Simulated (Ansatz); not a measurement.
Reaction (ligand exchange at the Si–N bond): `[SiH]N([SiH3])[SiH3]` + HBr → `[SiH]Br` + `[SiH3]N[SiH3]`

Isolated molecules relaxed with PBE0-D4/def2-TZVP in Ansatz; ΔE leaves out vibrations. CBS: MP2 limit from def2 TZ/QZ plus the TZ coupled-cluster correction, frozen cores. This one scheme is used for every species. DFT in def2-TZVPP. B3LYP here is the variant with VWN-RPA as its local correlation; programs differ in this. HSE06 is defined as in plane-wave codes. For Br outer-core shells are correlated without core-valence functions, which leaves a few kJ/mol of doubt a bond. Scalar relativity is left out up to krypton.

```tsv
level	ΔE (kJ/mol)	difference from CCSD(T)/CBS
PBE-D4	-16.9	-2.8
PBE0-D4	-18.2	-4.1
B3LYP-D4	-15.5	-1.4
r2SCANh-D4	-18.0	-3.9
HSE06-D4	-18.6	-4.5
PBE	-24.7	-10.6
revPBE	-30.5	-16.4
r2SCAN	-19.3	-5.2
r2SCAN0	-21.4	-7.3
BHLYP	-28.0	-13.9
CAM-B3LYP	-21.8	-7.7
LC-ωPBE	-18.2	-4.1
HF/def2-TZVPP	-33.5	-19.4
CCSD/def2-QZVPP	-14.4	-0.3
CCSD(T)/def2-QZVPP	-11.0	3.1
HF/CBS(def2)	-32.2	-18.1
CCSD(T)/CBS	-14.1	0
```

Largest T1 diagnostic among the species: 0.014.

In def2-TZVPP, CCSD(T) changes the Hartree–Fock value by +24.8 kJ/mol (the triples alone add +3.9 kJ/mol) and MP2 by +25.6 kJ/mol. The D4 term adds +12.7 kJ/mol with B3LYP and +6.9 kJ/mol with PBE0; it sums over pairs of atoms, weighted by their polarisabilities, and B3LYP, whose exchange is more repulsive, gets the larger term.
